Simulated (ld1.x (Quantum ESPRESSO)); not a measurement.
**Cutoff test, antimony (Sb), TM**

ld1.x (Quantum ESPRESSO) 7.5 input, shortened:

```
&input
   title='Sb', zed=51., rel=2, dft='PZ', iswitch=3,
   config='[Kr] 4d10 5s2 5p1', rel_dist='average'
 /
 &inputp
   pseudotype=2, tm=.true., lloc=1,
   nlcc=.true., rcore=1.45
 /
3
5S  1  0   2.00   0.00  1.40  1.40  0.0
4D  3  2  10.00   0.00  1.40  1.40  0.0
5P  2  1   1.00   0.00  1.55  1.55  0.0
 &test
   configts(1)='4d10 5s2 5p1'
 /
```

Open shells are filled in proportion to 2j + 1 (rel_dist='average').

The pseudo-atom Hamiltonian at the reference potential is diagonalised in spherical Bessel functions j_l(qr) that vanish at 20 bohr, with q² up to the cutoff. All-electron valence levels (Ry): 5s -2.1909, 4d3/2 -3.8744, 4d5/2 -3.7818, 5p1/2 -1.5461, 5p3/2 -1.4795.

How do the lowest levels (Ry) of each channel move with the cutoff, and are there ghosts?

```tsv
cutoff (Ry)	s #1	s #2	d3/2 #1	d3/2 #2	d5/2 #1	d5/2 #2	p1/2 #1	p3/2 #1	p3/2 #2	f #1	Σ f·Δε (mRy)
8	-1.8671	-0.6473	-0.9820	-0.3804	-0.9882	-0.3819	-1.3770	-1.3770	-0.4923	-0.3191	29098.6
21	-2.0595	-0.6847	-1.4817	-0.5120	-1.5148	-0.5165	-1.4238	-1.4238	-0.5047	-0.3196	23508.9
45	-2.1858	-0.7167	-3.4929	-0.6624	-3.4364	-0.6592	-1.4850	-1.4850	-0.5264	-0.3199	3620.4
70	-2.1873	-0.7175	-3.8524	-0.6745	-3.7629	-0.6707	-1.4924	-1.4924	-0.5335	-0.3199	212.9
120	-2.1898	-0.7182	-3.8742	-0.6763	-3.7816	-0.6723	-1.4962	-1.4962	-0.5365	-0.3199	5.1
230	-2.1908	-0.7185	-3.8744	-0.6763	-3.7819	-0.6723	-1.4966	-1.4966	-0.5366	-0.3199	0.2
400	-2.1909	-0.7186	-3.8744	-0.6763	-3.7819	-0.6723	-1.4966	-1.4966	-0.5366	-0.3199	0.0
```

Result: no extra level below or beside the all-electron valence levels (s, d3/2, d5/2, p1/2, p3/2, f tested); 10 mRy is reached at 100 Ry and 1 mRy at 180 Ry.

The potential misses its own reference levels by up to 0.7 eV. Its largest configuration-test error is -384 meV.
